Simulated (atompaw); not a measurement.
## An all-electron radial function and its pseudo partner (dysprosium)

Columns: radius, all-electron u(r) and pseudo u(r) of the 5s shell (level -52.83 eV) of dysprosium in the configuration [Kr] 4d10 4f9 5s2 5p6 5d1 6s2 6p0; PBE, scalar-relativistic, PAW (atompaw) scheme, atompaw 4.2.0.5.

| r (bohr) | all-electron | pseudo |
| --- | --- | --- |
| 0.090 | -0.1007 | 0.2170 |
| 0.181 | 0.3772 | 0.4292 |
| 0.271 | -0.0383 | 0.6253 |
| 0.362 | -0.4768 | 0.8035 |
| 0.452 | -0.5424 | 0.9549 |
| 0.542 | -0.3201 | 1.0783 |
| 0.633 | 0.0262 | 1.1720 |
| 0.723 | 0.3678 | 1.2335 |
| 0.813 | 0.6488 | 1.2647 |
| 0.904 | 0.8522 | 1.2677 |
| 0.994 | 0.9764 | 1.2454 |
| 1.085 | 1.0363 | 1.2015 |
| 1.175 | 1.0452 | 1.1417 |
| 1.265 | 1.0177 | 1.0699 |
| 1.356 | 0.9647 | 0.9898 |
| 1.446 | 0.8970 | 0.9071 |
| 1.537 | 0.8203 | 0.8231 |
| 1.627 | 0.7416 | 0.7419 |
| 1.717 | 0.6638 | 0.6638 |
| 1.808 | 0.5884 | 0.5884 |
| 1.898 | 0.5188 | 0.5188 |
| 1.988 | 0.4548 | 0.4548 |
| 2.079 | 0.3962 | 0.3962 |
| 2.169 | 0.3442 | 0.3442 |
| 2.260 | 0.2975 | 0.2975 |
| 2.350 | 0.2568 | 0.2568 |

(1) How many radial nodes do the two functions have?

(2) At about which radius was the pseudo-wave matched?

(3) Is the pseudo-wave norm-conserving?

Answers

(1) The all-electron 5s function has n − l − 1 = 4 (the table is too coarse to show those close to the nucleus); the pseudo-wave has 0, since the states of the same l below it are removed with the core.

(2) 1.70 bohr, where the columns begin to agree (steps of 0.09 bohr).

(3) No, it belongs to a PAW set: the norm inside the radius is not constrained, and the difference is carried by the augmentation charge.
